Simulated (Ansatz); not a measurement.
Wavefunction ladder for C₂H₈ClNOSi, SMILES `CN[SiH](Cl)OC`

Cartesian coordinates in Å:
```
C -1.883 1.279 1.287
N -0.548 0.963 0.826
Si -0.183 -0.335 -0.189
Cl -0.775 -0.081 -2.163
O 1.435 -0.485 -0.174
C 2.217 -1.247 -1.066
H -2.491 0.370 1.298
H -1.863 1.664 2.310
H -2.397 2.010 0.652
H 0.097 1.737 0.853
H -0.920 -1.536 0.258
H 2.054 -2.319 -0.917
H 1.992 -0.997 -2.107
H 3.266 -1.023 -0.867
```

Charge 0, multiplicity 1. All single points use the PBE0-D4/def2-TZVP geometry. It is one conformer, not always the lowest. Frozen core, restricted reference, Ansatz. CBS rows extrapolate triple and quadruple zeta; past MP2 they add the triple-zeta difference.

```csv
basis,HF (Eh),MP2 corr.,CCSD corr.,(T),CCSD(T) total
def2-TZVPP,-958.37620,-1.10446,?,?,?
def2-QZVPP,?,-1.19066,–,–,–
CBS(def2),-958.41343,-1.25452,?,as TZ,?
```

**Question.** Fill in the withheld values. (An estimate is asked.)

**Answer.** The calculation gave: def2-TZVPP CCSD corr.: -1.16157; def2-TZVPP (T): -0.04481; def2-TZVPP CCSD(T) total: -959.58258; def2-QZVPP HF (Eh): -958.40892; CBS(def2) CCSD corr.: -1.31164; CBS(def2) CCSD(T) total: -959.76988.
